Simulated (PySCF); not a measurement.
## Calculated NMR data

- GFN2-xTB geometry
- σ from GIAO-PBE0/pcSseg-1
- J couplings at B3LYP/pcJ-1 (spin–dipole term left out of most H,H and C,H couplings)
- program: PySCF
- no solvent, a single conformation, averaged over atoms made equivalent by symmetry, fast rotation or ring inversion, non-relativistic

Shifts are taken against calculated references (same method and geometry level): 1H (σ = 31.72 ppm), 13C (σ = 186.93 ppm) vs TMS. Multiplet labels drop J under 1 Hz and among equivalent protons, and merge close values. Unscaled 3J(H,H) run several per cent high. Splittings of carbon signals by F and P are missing where no couplings were computed. Where no couplings were computed, multiplicities follow the n + 1 count of equivalent neighbours, and m marks all less simple cases (inequivalent or close neighbours, rings, F or P nearby). Shifts are as computed. Against solution values, carbons near 30 ppm lie about +3 ppm off and those near 130 ppm about +5 ppm. Of 1211 compounds with measured shifts, 218 miss one by over three times the rms of a fit or turn the order of signals round; such compounds aren't used in these exercises. OH and NH positions are gas-phase values without hydrogen bonding to other molecules.

Compound 1 (C$_{8}$H$_{10}$Si). 1H NMR (500 MHz, computed): δ 7.01 (m, 2H), 6.10 (t, 2H), 5.82 (m, 2H), 5.31 (m, 2H), 4.72 (m, 2H). 13C{1H} NMR (computed): δ 166.0 (C), 141.6 (CH), 133.8 (CH), 131.2 (CH2). Structure: `C=CC1=C[SiH2]C=C1C=C`.

Compound 2 (C$_{9}$H$_{8}$F$_{2}$). 1H NMR (500 MHz, computed): δ 7.21 (m, 1H), 7.17 (m, 1H), 6.11 (m, 2H), 3.41 (m, 2H), 3.21 (m, 2H). 13C{1H} NMR (computed): δ 167.1 (C), 149.0 (C), 146.6 (C), 127.6 (CH), 127.5 (C), 119.5 (CH), 84.8 (CH2), 30.6 (CH2), 30.4 (CH2). Structure: `FCc1c(F)ccc2c1CC2`.

Compound 3 (C$_{5}$H$_{7}$FO$_{2}$Si). 1H NMR (500 MHz, computed): δ 7.14 (t, 1H), 5.23 (m, 2H), 4.96 (m, 2H), 2.11 (m, 2H). 13C{1H} NMR (computed): δ 178.2, 150.3, 138.3, 73.4, 19.7. Structure: SMILES O=C1OCC=C1C[SiH2]F.

Compound 4 (C$_{4}$H$_{6}$N$_{2}$). 1H NMR (500 MHz, computed): δ 6.29 (d, J = 10.8 Hz, 1H), 5.65 (d, J = 10.8 Hz, 1H), 4.92 (br s, 1H), 4.39 (d, J = 3.7 Hz, 2H), 1.75 (t, J = 3.7 Hz, 1H). 13C{1H} NMR (computed): δ 115.3, 84.9, 79.5, 43.5. Structure: SMILES C#CCNN=C.

Compound 5 (C$_{5}$H$_{7}$FO$_{2}$Si). 1H NMR (500 MHz, computed): δ 6.85 (m, 1H), 5.51 (m, 1H), 5.09 (m, 1H), 4.82 (m, 1H), 4.77 (m, 1H), 4.65 (m, 1H), 0.95 (br s, 1H). 13C{1H} NMR (computed): δ 185.3, 161.5, 131.9, 98.6, 72.1. Structure: SMILES C=C1O[SiH2]C(F)=C[C@@H]1O.
